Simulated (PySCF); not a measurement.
Cl₃OSi, SMILES [O][Si](Cl)(Cl)Cl, doublet, PBE0/def2-SVP optimised geometry.

```
5

O      1.21    -0.94     0.00
Si    -0.46    -0.94     0.00
Cl    -0.85    -1.91    -1.75
Cl    -1.21     0.94     0.00
Cl    -1.21    -1.95     1.60
```

Density from unrestricted PBE0/def2-TZVP run with PySCF at that geometry.

Minimum of the electron density along straight lines between bonded atoms, close to the bond critical point (lines longer than 1.1 times the sum of covalent radii, or with two minima, are not listed):

```
bond     length / Å  ρ at the minimum / e bohr⁻³  ∇²ρ there / e bohr⁻⁵  position (fraction from the first atom)
-------  ----------  ---------------------------  --------------------  ---------------------------------------
O1–Si2        1.665                   (withheld)            (withheld)                                     0.59
Si2–Cl3       2.034                        0.105                  0.23                                     0.36
Si2–Cl4       2.032                        0.106                  0.23                                     0.36
Si2–Cl5       2.032                        0.106                  0.23                                     0.36
```

Task: Complete the blanks.

Result: 
- O1–Si2, ρ at the minimum / e bohr⁻³: 0.141
- O1–Si2, ∇²ρ there / e bohr⁻⁵: 0.74
